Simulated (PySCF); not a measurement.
NiI2 (triplet state).
Cartesian coordinates in Å at the PBE0-D3(BJ)/def2-SVP level; atoms count from 1:
```
atom  x, y, z in Å
Ni1   -0.003   -0.002    0.000
I2    -0.014   -0.019    2.420
I3     0.017    0.020   -2.420
```

Computed with PBE0-D3(BJ)/def2-SVP geometry optimisation, gas phase, def2 core potentials past Kr in PySCF.

Masses are those of the commonest isotopes; rigid-rotor values at the optimised geometry. 

(1) What are the moment of inertia and the rotational constant?

## Answers

(1) I = 1486.300 u·Å², B = 505379 MHz·u·Å²/I = 340.0 MHz (0.0113 cm⁻¹, or 0.016 K as hB/k).

If the electronic state has orbital angular momentum about the axis (Π, Δ; not determined here), the simple ladder of levels BJ(J+1) doesn't apply.

No frequency check. ⟨S²⟩ = 2.005 (exact for a triplet: 2.00). Zero-point vibration and centrifugal distortion are left out.

For an open-shell metal species like this, the optimisation's SCF solution wasn't tested for stability and no frequencies at its level were run, so a lower state or another shape may exist.
